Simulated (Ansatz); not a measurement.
SnH2MeF (CH5FSn). Total charge 0; singlet. Geometry PBE-D4/def2-TZVP, basis def2-TZVP, Ansatz.

```csv
run,HOMO (eV),LUMO (eV)
A,-7.35,-1.27
B,-7.76,-1.12
C,-11.64,2.06
D,-11.02,1.37
E,-8.69,-0.47
F,-7.67,-0.88
```

In the def2 sets Sn takes a core potential; there is no spin–orbit coupling.

The runs used B97M-V, HF, PBE, PBE0, r2SCAN, ωB97X-V. Estimate which is which.

A PBE (0 % exact exchange); B B97M-V (0 % exact exchange); C HF (100 % exact exchange); D ωB97X-V (range-separated); E PBE0 (25 % exact exchange); F r2SCAN (0 % exact exchange). Exact exchange lowers occupied and raises empty levels; among semilocal functionals meta-GGAs tend to open the gap a little, and such runs are hard to tell apart. The gap grows from 6.08 eV (PBE) to 13.70 eV (HF).
